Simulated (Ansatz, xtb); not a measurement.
Ranking isomers of C5H3ClOS

5 gas-phase structures of C5H3ClOS, from a drawn sample of its isomers (lower ones may exist). Each was relaxed with GFN2-xTB; where two conformers were screened, the lower at r2SCAN-D4/def2-SVP//GFN2-xTB is listed:

A. `O=C1C=CSC(Cl)=C1`, a singlet
B. `O=C1CC(=S)C=C1Cl`, a singlet
C. `O=C(Cl)c1cccs1`, a singlet
D. `O=C(Cl)c1ccsc1`, a singlet
E. `O=C1C=C(Cl)C(=S)C1`, a singlet

Q: Estimate their order in r2SCAN-D4/def2-SVP//GFN2-xTB energy at these geometries, lowest first.

A: Calculated order at r2SCAN-D4/def2-SVP//GFN2-xTB: C (0.0), D (2.6), A (80.9), B (85.8), E (90.7) kJ/mol. Less than 1 kcal/mol parts C and D, so the order within that pair means little.

Energies above the lowest of each column, in kJ/mol; the last columns are at r2SCAN-D4/def2-SVP geometries and were run for some of them only (a dash: not run or not comparable):

| structure | GFN2-xTB | HF/STO-3G | r2SCAN-D4/def2-SVP//GFN2-xTB | r2SCAN-D4/def2-SVP | CCSD(T)/def2-SVP + ΔMP2/def2-TZVPP |
| --- | --- | --- | --- | --- | --- |
| C | 0.0 | 7.6 | 0.0 | 0.0 | 1.8 |
| D | 0.0 | 0.0 | 2.6 | 2.2 | 0.0 |
| A | 69.5 | 80.4 | 80.9 | 83.1 | 73.7 |
| B | 61.8 | 117.5 | 85.8 | – | – |
| E | 64.6 | 113.6 | 90.7 | – | – |

CCSD(T)/def2-SVP + ΔMP2/def2-TZVPP has C and D within 1 kcal/mol of each other at the bottom, and every level picks one of them. CCSD(T)/def2-SVP + ΔMP2/def2-TZVPP orders those it was run on as D (0.0), C (1.8), A (73.7) kJ/mol. Less than 1 kcal/mol parts D and C, so the order within that pair means little. Flexible structures stand in one conformer each, not always the lowest. Frequencies (GFN2-xTB) were run for A, C, D alone. ΔMP2 is the change of the MP2 energy from the smaller to the larger basis.

Over these structures GFN2-xTB departs from r2SCAN-D4/def2-SVP//GFN2-xTB by 9.8 kJ/mol on average once a common shift is removed. A GFN2-xTB relaxation took about 0.083 s and the r2SCAN-D4/def2-SVP//GFN2-xTB energy about 1.9 s on a shared host (Ansatz 0.2.0, xtb 6.7.1).
